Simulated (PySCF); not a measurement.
Start geometry of bromoketene (`O=C=CBr`) from GFN2-xTB (Å):
```
atom  x, y, z in Å
O1     1.9894   -0.4717    0.0016
C2     0.8607   -0.0959   -0.0045
C3    -0.3930    0.2831   -0.0128
Br4   -1.7067   -1.0444   -0.0143
H5    -0.7168    1.2949   -0.0079
```

Q: What comes out of this run: PySCF 2.14.0, PBE0-D3(BJ)/def2-TZVP geometry optimisation, gas phase?

A: 
```
atom  x, y, z in Å
O1     1.9859   -0.3619   -0.0040
C2     0.8666   -0.0741   -0.0056
C3    -0.4024    0.2468   -0.0076
Br4   -1.6894   -1.1192   -0.0126
H5    -0.7272    1.2745   -0.0080
```

The energy falls by 6.4 kJ/mol over 6 energy and gradient evaluations, the largest force component goes from 0.0584 to 3.8e-04 Eh/bohr, and the atoms move by 0.029 Å rms after alignment. The bond that changes most is O1=C2 (ends: oxygen bonded to C; central carbon of a ketene), which shortens by 0.034 Å. Bonds longer at the end by more than 0.005 Å: 2 of 4; shorter: 1. Among the angles that change most is C2–C3–H5, from 124.6° to 121.7°. Rotational constants go from 29413, 2129, 1986 to 31149, 2103, 1970 MHz. The orientation of the end geometry is arbitrary; only internal coordinates are fixed.

The run used 147 basis functions and 46 SCF cycles in all. Time: 19 s wall; peak memory 0.60 GiB. Hardware: one thread, AMD EPYC 9R45 (x86_64), shared host with 96 logical CPUs at a one-minute load of 18.

Whether it is a minimum is left open (no frequencies).
